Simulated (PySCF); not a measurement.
PySCF input (TPSSh/def2-TZVPD):

```python
from pyscf import gto, scf, dft

mol = gto.M(
    atom='''
    Ge   -0.01666714   -0.01482603   -0.00106166
    O    -1.31849404   -1.17284874   -0.08398536
    F    -0.21855309    1.53016977   -0.58608032
    F     1.44980874   -0.43492277    0.66450878
    ''',
    basis='def2-tzvpd',
    charge=1,
    spin=1,
    verbose=4,
)

mf = dft.UKS(mol, xc='tpssh').density_fit(auxbasis='def2-universal-jkfit')
mf.grids.level = 3
mf.conv_tol = 1e-9
mf.max_cycle = 100
mf.max_memory = 1500
mf.kernel()
if not mf.converged:
    mf = mf.newton()
    mf.kernel(mf.make_rdm1())
for _ in range(2):
    mo, _, stable, _ = mf.stability(return_status=True)
    if stable:
        break
    mf.kernel(mf.make_rdm1(mo, mf.mo_occ))
mf.analyze()
```

End of the output:

```
Extra cycle  E= -2351.6181687353  delta_E= 4.91e-11  |g|= 1.61e-05  |ddm|= 1.58e-05
converged SCF energy = -2351.6181687353  <S^2> = 0.75458751  2S+1 = 2.0045823
uhf_internal: lowest eigs of H = [0.02172617 0.17550397 0.31566848]
<class 'pyscf.df.df_jk.DFUKS'> wavefunction is stable in the internal stability analysis
**** SCF Summaries ****
Total Energy =                       -2351.618168735296877
Nuclear Repulsion Energy =             301.497162438479279
One-electron Energy =                -3859.313809076464167
Two-electron Energy =                 1206.198477902687728
Two-electron Coulomb Energy =         1314.435533826848769
DFT Exchange-Correlation Energy =     -108.237055924161112
HOMO-LUMO gap [eV] =                     3.228787422984783
**** MO energy ****
                             alpha | beta                alpha | beta
MO #1   energy= -398.875173680014  | -398.875282206788  occ= 1 | 1
MO #2   energy= -49.9814669365312  | -49.9813662587344  occ= 1 | 1
MO #3   energy= -44.4775218760841  | -44.4775559514558  occ= 1 | 1
MO #4   energy= -44.4721541786079  | -44.4720591606497  occ= 1 | 1
MO #5   energy= -44.4719632281449  | -44.4718640448986  occ= 1 | 1
MO #6   energy= -24.9053022017192  | -24.9050808442449  occ= 1 | 1
MO #7   energy= -24.9052987393302  | -24.9050773127747  occ= 1 | 1
MO #8   energy= -19.4628852995888  | -19.435385677927   occ= 1 | 1
MO #9   energy= -6.55690739885043  | -6.55686169770561  occ= 1 | 1
MO #10  energy= -4.73086308979922  | -4.73103676445223  occ= 1 | 1
MO #11  energy= -4.71965209012614  | -4.71939759186609  occ= 1 | 1
MO #12  energy= -4.71866971343364  | -4.71859323579973  occ= 1 | 1
MO #13  energy= -1.57689918455276  | -1.57692672985962  occ= 1 | 1
MO #14  energy= -1.57458329977912  | -1.57387149698432  occ= 1 | 1
MO #15  energy= -1.56092939634256  | -1.55985326818228  occ= 1 | 1
MO #16  energy= -1.55895651510746  | -1.55905890407292  occ= 1 | 1
MO #17  energy= -1.55802390576828  | -1.55831191425317  occ= 1 | 1
MO #18  energy= -1.44552643228163  | -1.44496358365154  occ= 1 | 1
MO #19  energy= -1.42691404444696  | -1.42632110840304  occ= 1 | 1
MO #20  energy= -1.28675805433067  | -1.21409408477682  occ= 1 | 1
MO #21  energy= -0.838998445848262 | -0.83463202178973  occ= 1 | 1
MO #22  energy= -0.760419829905005 | -0.752179560512256 occ= 1 | 1
MO #23  energy= -0.731754218368397 | -0.721013538228432 occ= 1 | 1
MO #24  energy= -0.715237897945936 | -0.714738747587573 occ= 1 | 1
MO #25  energy= -0.710889156836787 | -0.689913820826098 occ= 1 | 1
MO #26  energy= -0.689925816242261 | -0.684521070526654 occ= 1 | 1
MO #27  energy= -0.683589734731475 | -0.670866147521845 occ= 1 | 1
MO #28  energy= -0.68279765955047  | -0.624601898886356 occ= 1 | 1
MO #29  energy= -0.646744409618723 | -0.50594614865696  occ= 1 | 0
MO #30  energy= -0.405210794462896 | -0.398394427257251 occ= 0 | 0
MO #31  energy= -0.345144860423005 | -0.345013697169167 occ= 0 | 0
MO #32  energy= -0.194559592212513 | -0.175229380940382 occ= 0 | 0
MO #33  energy= -0.176841962959569 | -0.171053792387898 occ= 0 | 0
MO #34  energy= -0.13778947286007  | -0.136091792326373 occ= 0 | 0
MO #35  energy= -0.0873830089507315 | -0.0872073033165077 occ= 0 | 0
MO #36  energy= -0.0775841651784589 | -0.0762123839142941 occ= 0 | 0
MO #37  energy= -0.07363671250728  | -0.0726638070196702 occ= 0 | 0
MO #38  energy= -0.069039227545049 | -0.0671407598147682 occ= 0 | 0
MO #39  energy= -0.068085749176394 | -0.0656875542352977 occ= 0 | 0
MO #40  energy= -0.0633854110085483 | -0.0614214030732359 occ= 0 | 0
MO #41  energy= -0.0531697298347973 | -0.0471870317383588 occ= 0 | 0
MO #42  energy= -0.0461218874745618 | -0.0446860964239142 occ= 0 | 0
MO #43  energy= -0.00913710243417809 | -0.00688577072835828 occ= 0 | 0
MO #44  energy= 0.00610335099387604 | 0.00595760119219907 occ= 0 | 0
MO #45  energy= 0.0158092167922345 | 0.0168437100430655 occ= 0 | 0
MO #46  energy= 0.0201989948278377 | 0.0227748028629244 occ= 0 | 0
MO #47  energy= 0.052964921087906  | 0.0543169803937584 occ= 0 | 0
MO #48  energy= 0.0626693186259706 | 0.0671012457188657 occ= 0 | 0
MO #49  energy= 0.0892267233911334 | 0.0917886751404942 occ= 0 | 0
MO #50  energy= 0.129559722492852  | 0.131642529266328  occ= 0 | 0
MO #51  energy= 0.132506748488225  | 0.13269195447138   occ= 0 | 0
MO #52  energy= 0.142271462354077  | 0.142714022867553  occ= 0 | 0
MO #53  energy= 0.142445396321177  | 0.143221796122184  occ= 0 | 0
MO #54  energy= 0.144025859996962  | 0.145130338558145  occ= 0 | 0
MO #55  energy= 0.16382432305308   | 0.163058409835356  occ= 0 | 0
MO #56  energy= 0.182055894817658  | 0.183674003708863  occ= 0 | 0
MO #57  energy= 0.19179490325698   | 0.193068926292489  occ= 0 | 0
MO #58  energy= 0.23416299451058   | 0.24083050050945   occ= 0 | 0
MO #59  energy= 0.242084592468572  | 0.252542037131258  occ= 0 | 0
MO #60  energy= 0.269624112822397  | 0.281112997183687  occ= 0 | 0
MO #61  energy= 0.275580389537199  | 0.281771299749797  occ= 0 | 0
MO #62  energy= 0.290957917566876  | 0.292531897589991  occ= 0 | 0
MO #63  energy= 0.310427427561901  | 0.314271184642528  occ= 0 | 0
MO #64  energy= 0.311589596383446  | 0.316458447508706  occ= 0 | 0
MO #65  energy= 0.313442912879524  | 0.31847167599035   occ= 0 | 0
MO #66  energy= 0.337057051751581  | 0.337924549496113  occ= 0 | 0
MO #67  energy= 0.342133629551682  | 0.342125127292763  occ= 0 | 0
MO #68  energy= 0.414559409866515  | 0.41632385499262   occ= 0 | 0
MO #69  energy= 0.41640868359028   | 0.418543989821605  occ= 0 | 0
MO #70  energy= 0.421741404724225  | 0.421986914435302  occ= 0 | 0
MO #71  energy= 0.421964773710973  | 0.429115052763937  occ= 0 | 0
MO #72  energy= 0.449819521218953  | 0.462788584249424  occ= 0 | 0
MO #73  energy= 0.49685519327613   | 0.499108364247616  occ= 0 | 0
MO #74  energy= 0.513400131191534  | 0.516205359903141  occ= 0 | 0
MO #75  energy= 0.540355030489222  | 0.55292991194228   occ= 0 | 0
MO #76  energy= 0.569055857460447  | 0.577322058055635  occ= 0 | 0
MO #77  energy= 0.58326230024288   | 0.591329696008984  occ= 0 | 0
MO #78  energy= 0.639422786197231  | 0.645042360463094  occ= 0 | 0
MO #79  energy= 0.659750590471258  | 0.66033947371817   occ= 0 | 0
MO #80  energy= 0.667023325740132  | 0.668054500293026  occ= 0 | 0
MO #81  energy= 0.738583655912236  | 0.738502330327172  occ= 0 | 0
MO #82  energy= 0.750350578314562  | 0.758506305242615  occ= 0 | 0
MO #83  energy= 0.769243823242961  | 0.768778686131761  occ= 0 | 0
MO #84  energy= 0.77790524688472   | 0.77838106952655   occ= 0 | 0
MO #85  energy= 0.793971940320431  | 0.806543494474361  occ= 0 | 0
MO #86  energy= 0.841743460396619  | 0.842867018741579  occ= 0 | 0
MO #87  energy= 0.845887726672903  | 0.848328561318767  occ= 0 | 0
MO #88  energy= 0.872881776430341  | 0.875529654742892  occ= 0 | 0
MO #89  energy= 0.891469535450989  | 0.894321467119343  occ= 0 | 0
MO #90  energy= 0.93563928616094   | 0.936024286256584  occ= 0 | 0
MO #91  energy= 0.939475401150343  | 0.94407014809319   occ= 0 | 0
MO #92  energy= 0.980856684222795  | 0.987577140914476  occ= 0 | 0
MO #93  energy= 1.01127170044661   | 1.0110451716185    occ= 0 | 0
MO #94  energy= 1.01224359142966   | 1.01224033062469   occ= 0 | 0
MO #95  energy= 1.01702074956318   | 1.02127662322451   occ= 0 | 0
MO #96  energy= 1.03953794519213   | 1.04293124368562   occ= 0 | 0
MO #97  energy= 1.06074359138298   | 1.05997812996118   occ= 0 | 0
MO #98  energy= 1.08909221974288   | 1.099285192127     occ= 0 | 0
MO #99  energy= 1.3110562221699    | 1.33525144053841   occ= 0 | 0
MO #100 energy= 1.42075389350043   | 1.47363989435112   occ= 0 | 0
MO #101 energy= 1.51721596034243   | 1.5593736983068    occ= 0 | 0
MO #102 energy= 1.63551298131656   | 1.65901895146469   occ= 0 | 0
MO #103 energy= 1.64951467965506   | 1.68275983383755   occ= 0 | 0
MO #104 energy= 1.83920310584017   | 1.85875482309994   occ= 0 | 0
[...]
```
